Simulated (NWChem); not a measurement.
# AlH$_{2}$SeCl; SMILES [Cl][AlH][SeH]

```xyz
5

Al     0.9265     0.6164     0.0588
Cl    -0.4487     2.1647     0.4369
H      2.3670     0.9519    -0.4800
Se     0.2934    -1.5655     0.4442
H     -1.0464    -1.1551     0.8927
```
Atoms are numbered in this order, from 1.

Program: NWChem. Pople sets run with spherical d functions. The geometry was optimised at PBE0/def2-SVP. Vzz is the largest principal value of the second derivative of the potential at the nucleus (NWChem prints the opposite sign); η is the asymmetry. Non-relativistic.

| level | Vzz Al1 (a.u.) | η Al1 | Vzz Cl2 (a.u.) | η Cl2 | Vzz Se4 (a.u.) | η Se4 |
|---|---|---|---|---|---|---|
| PBE/6-31G* | 0.690 | 0.67 | 1.300 | 0.36 | 3.013 | 0.89 |
| PBE/def2-TZVP | 0.950 | 0.52 | 1.305 | 0.40 | 3.140 | 0.83 |
| B3LYP/def2-SVP | [?] | [?] | [?] | [?] | [?] | [?] |
| B3LYP/6-31G* | 0.730 | 0.61 | 1.277 | 0.36 | 3.165 | 0.84 |

**Question.** Complete the blanks.

**Answer.** 
- B3LYP/def2-SVP, Vzz Al1 (a.u.): 0.787
- B3LYP/def2-SVP, η Al1: 0.57
- B3LYP/def2-SVP, Vzz Cl2 (a.u.): 1.240
- B3LYP/def2-SVP, η Cl2: 0.30
- B3LYP/def2-SVP, Vzz Se4 (a.u.): 3.585
- B3LYP/def2-SVP, η Se4: 0.75
